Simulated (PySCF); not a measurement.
ClLi, charge -1, doublet, geometry from GFN2-xTB (such geometries of metal compounds can be far from the true shape) (a state made from the parent by changing its charge; the spin is typed, not shown lowest) (in this run its highest filled SCF level lies above zero, so its values depend strongly on the basis, on diffuse functions most of all). Base run: B3LYP/def2-SVP (PySCF).

Input for PySCF:
```python
from pyscf import gto, scf, dft

mol = gto.Mole()
mol.atom = '''
    Li   -0.00000000   -0.00000000   -2.03637724
    Cl    0.00000000    0.00000000    0.35936069
'''
mol.basis = 'def2-svp'
mol.charge = -1
mol.spin = 1
mol.verbose = 4
mol.build()

mf = dft.UKS(mol)
mf.xc = 'b3lyp'
mf.kernel()
mf.analyze()
```

Each row names what was changed in the base input (with any setting that the change needs).

```csv
change,basis functions,E (Eh),HOMO (eV)
base,27,-467.66727,1.06
basis = cc-pVDZ-DK; relativity = none,32,-467.49043,0.94
basis = cc-pVDZ-DK; relativity = spin-free X2C,32,-469.25584,0.94
basis = cc-pVTZ-DK; relativity = spin-free X2C,64,-469.27740,0.87
basis = x2c-SVPall; relativity = spin-free X2C; nucleus = Gaussian (with mol.nucmod = 'G'),27,-469.07028,1.07
basis = cc-pVDZ-DK; relativity = spin-free X2C; nucleus = Gaussian (with mol.nucmod = 'G'),32,-469.25537,0.94
basis = cc-pVTZ-DK; relativity = none,64,-467.47137,0.87
basis = x2c-SVPall; relativity = spin-free X2C,27,-469.07070,1.07
basis = cc-pVTZ-DK; relativity = spin-free X2C; nucleus = Gaussian (with mol.nucmod = 'G'),64,-469.27691,0.87
basis = x2c-SVPall; relativity = none,27,-467.48741,1.07
```

Totals shift with the method and basis; they matter in differences.

Open shells are given as the SCF converged; they aren't shown to be the lowest states, and a large step between rows can be another state.

Basis sets contracted for a relativistic Hamiltonian are a mismatch without it, so the rows without relativity aren't non-relativistic limits. No row has spin-orbit coupling; sets with core potentials leave out the core electrons.
